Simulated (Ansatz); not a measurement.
Isolated molecules relaxed with PBE0-D4/def2-TZVP in Ansatz; ΔE leaves out vibrations. CCSD(T)/CBS adds triple-zeta CCSD(T) − MP2 to the extrapolated MP2 energy (def2 sets, frozen cores). This one scheme is used for every species. Functionals use def2-TZVPP. One conformer a species, not always the lowest.

`BO[SiH2]F` + `B[SiH2]N` → `B[SiH2]N[SiH2]F` + `BO`  (ligand exchange at the Si–O bond)

```
        level  ΔE (kJ/mol)  difference from CCSD(T)/CBS
  LDA (SPW92)         -1.1                        -26.9
    r2SCAN-D4         20.2                         -5.6
       B97M-V         26.0                          0.2
   r2SCANh-D4         21.3                         -4.5
   r2SCAN0-D4         22.9                         -2.9
       r2SCAN         21.7                         -4.1
         PBE0         22.8                         -3.0
      r2SCANh         23.0                         -2.8
        BHLYP         40.0                         14.2
CCSD/def2-SVP          6.7                        -19.1
  CCSD(T)/CBS         25.8                            0
```

Largest T1 diagnostic among the species: 0.014.

From PBE to PBE0 (25 % exact exchange), in def2-TZVPP and without D4, ΔE moves by +4.2 kJ/mol. Leaving LDA and LC-ωPBE aside and taking each functional with its dispersion term where it has one, the values, not all of them listed here, spread over 19.0 kJ/mol, from revPBE-D4 to B2PLYP. LDA lies −19.8 kJ/mol from PBE without D4. The D4 term adds −9.9 kJ/mol with B3LYP and −5.3 kJ/mol with PBE0; it sums over pairs of atoms, weighted by their polarisabilities, and B3LYP, whose exchange is more repulsive, gets the larger term.

B3LYP here is the variant with VWN-RPA as its local correlation; programs differ in this.
